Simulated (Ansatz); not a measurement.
Born–Oppenheimer molecular dynamics of H$_{3}$InS$_{2}$ (6 atoms, charge 0, multiplicity 1). It starts at the highest image of a converged band. Of that band: Beside the main top the profile has a ripple of under 15 meV (maxima at images 2, 4), which may be a very shallow well or noise. Neighbouring images differ by up to 1.4 eV, so the band resolves the path poorly. A vibrational analysis at the climbing image gives one clearly imaginary mode, 807i cm⁻¹: a first-order saddle point.

Computed with RKS PBE-D4/def2-SVP (Ansatz).

```yaml
ensemble: NVE (velocity Verlet)
time_step: 0.5 fs
steps_asked: 200
starting_velocities_drawn_for: 300 K
seed: 11821
```

First frame:

```xyz
6
Properties=species:S:1:pos:R:3
S -0.373 -2.369 0.036
In -0.123 -0.047 -0.667
S 0.925 1.425 1.328
H -0.803 -2.762 -1.198
H 0.583 1.572 -0.769
H -0.209 2.181 1.269
```

(1) How far do the bonds stretch over the last three quarters of this one trajectory? (Pairs bonded in most of those frames.)

Answers

(1) 
```json
{"bond": "S1–In2", "mean (Å)": "2.628", "spread (Å)": "0.070", "shortest": "2.47", "longest": "2.70"}
{"bond": "S1–H4", "mean (Å)": "1.366", "spread (Å)": "0.011", "shortest": "1.35", "longest": "1.38"}
{"bond": "S3–H5", "mean (Å)": "1.456", "spread (Å)": "0.168", "shortest": "1.17", "longest": "1.68"}
{"bond": "S3–H6", "mean (Å)": "1.369", "spread (Å)": "0.043", "shortest": "1.30", "longest": "1.44"}
```

Pairs bonded in part of these frames only: In2–S3 34 %.

Mean temperature of the second half: 1942 K. The conserved energy stayed within 1.3 meV per atom of its start (net change -0.11 meV per atom), so the integration is sound. The kinetic energy rose, since the run started high on the potential surface and went downhill. It ends in pieces (H2S + HInS), so much of that is their flight and rotation, not heat. A run of 0.1 ps of so small a system gives no equilibrium averages. The orbitals stay closed-shell, which can raise the energy where a bond breaks towards radicals; this wasn't checked here.

Time of the run: 12 min on 1 thread of Intel(R) Xeon(R) Processor @ 2.50GHz (Skylake/Cascade Lake), with other jobs on the host, peak memory 0.12 GiB.
